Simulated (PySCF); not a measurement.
C2H5Al. Atoms are numbered in the order given.

```xyz
8

Al    -0.0834     1.1721     0.0000
H     -1.6599     1.3682     0.0000
H      0.8992     2.4192     0.0000
C      0.5695    -0.6526     0.0000
C     -0.3035    -1.6650     0.0000
H      1.6270    -0.9168     0.0000
H      0.0003    -2.7106     0.0000
H     -1.3782    -1.4925     0.0000
```
Charge 0, spin multiplicity 1.

Geometry: PBE0-D3(BJ)/def2-TZVP.

Calculation: TDDFT-LC-ωPBE/def2-SVPD (PySCF 2.14.0).

Vertical excitations. The molecule is in vacuum. State labels are in the subgroup Cs.

| state | symmetry | energy (eV) | λ (nm) | f | main pairs |
|---|---|---|---|---|---|
| S1 | A" | 5.26 | 235 | 0.001 | HOMO→LUMO 93 % |
| S2 | A" | 5.75 | 216 | 0.000 | HOMO−2→LUMO 94 % |
| S3 | A' | 6.46 | 192 | 0.240 | HOMO−1→LUMO 95 % |
| S4 | A" | 7.17 | 173 | 0.017 | HOMO→LUMO+2 77 % |
| S5 | A" | 8.20 | 151 | 0.056 | HOMO−1→LUMO+1 34 %, HOMO−1→LUMO+3 29 %, HOMO−3→LUMO 14 % |
| S6 | A' | 8.20 | 151 | 0.111 | HOMO−1→LUMO+2 51 %, HOMO→LUMO+3 17 %, HOMO→LUMO+1 15 % |
| S7 | A" | 8.26 | 150 | 0.051 | HOMO−3→LUMO 39 %, HOMO−4→LUMO 13 %, HOMO−1→LUMO+1 13 %, HOMO−1→LUMO+3 8 % |
| S8 | A' | 8.44 | 147 | 0.012 | HOMO→LUMO+1 42 %, HOMO−1→LUMO+2 20 %, HOMO−2→LUMO+3 12 %, HOMO→LUMO+3 8 % |
| S9 | A' | 8.55 | 145 | 0.080 | HOMO−2→LUMO+3 45 %, HOMO−1→LUMO+2 11 %, HOMO→LUMO+1 10 % |
| S10 | A' | 8.78 | 141 | 0.204 | HOMO−2→LUMO+1 72 % |
| T1 | A' | 3.91 | 317 | 0 | HOMO−1→LUMO 57 %, HOMO−1→LUMO+2 35 % |
| T2 | A" | 4.71 | 263 | 0 | HOMO→LUMO 87 % |
| T3 | A" | 5.16 | 240 | 0 | HOMO−2→LUMO 89 % |
| T4 | A" | 6.47 | 192 | 0 | HOMO→LUMO+2 57 %, HOMO−3→LUMO 21 % |
Triplets are in the Tamm–Dancoff approximation, which puts them higher than full response would, so one can lie above its singlet here.
